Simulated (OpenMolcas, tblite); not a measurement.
How methods differ on GeSiH5Cl (SMILES [SiH3][GeH2][Cl])

GeSiH5Cl has 8 atoms, charge 0, and is taken as a singlet. SMILES: `[SiH3][GeH2][Cl]`. The coordinates come from a PBE0-D4/def2-TZVP relaxation.

```xyz
8

Si   -0.8636    0.8273   -0.3025
Ge    0.7383   -0.8820    0.1184
Cl    1.9631   -0.1837    1.7662
H    -1.7449    0.4162   -1.4273
H    -0.1498    2.0787   -0.6589
H    -1.6785    1.0356    0.9202
H     1.7031   -1.1352   -1.0512
H     0.1246   -2.2139    0.5792
```

Each level gives the HOMO–LUMO gap (eV). The values are calculated.

| level | kind | program | value (eV) | CPU time |
| --- | --- | --- | --- | --- |
| GFN2-xTB | semi-empirical | tblite | 4.68 | under 2 s |
| GFN1-xTB | semi-empirical | tblite | 4.63 | under 2 s |
| HF/def2-SVP | Hartree–Fock | OpenMolcas | 13.77 | 12 s |
| SVWN5/def2-SVP | LDA | OpenMolcas | 5.32 | 26 s |
| revPBE/def2-SVP | GGA | OpenMolcas | 5.54 | 48 s |
| M06-L/def2-SVP | meta-GGA | OpenMolcas | 6.20 | 73 s |
| r2SCAN/def2-SVP | meta-GGA | OpenMolcas | 6.02 | 72 s |
| PBE0/def2-SVP | global hybrid | OpenMolcas | 7.58 | 56 s |
| B2PLYP/def2-SVP | double hybrid | OpenMolcas | 9.90 | 43 s |

All-electron rows without a relativistic Hamiltonian named are non-relativistic. The values span 4.63 to 13.77 eV. Orbital gaps aren't excitation energies, and those of double hybrids come from the SCF part alone; they tend to grow with the share of exact exchange. CPU times are rough (shared hosts, several kinds of processor and program).
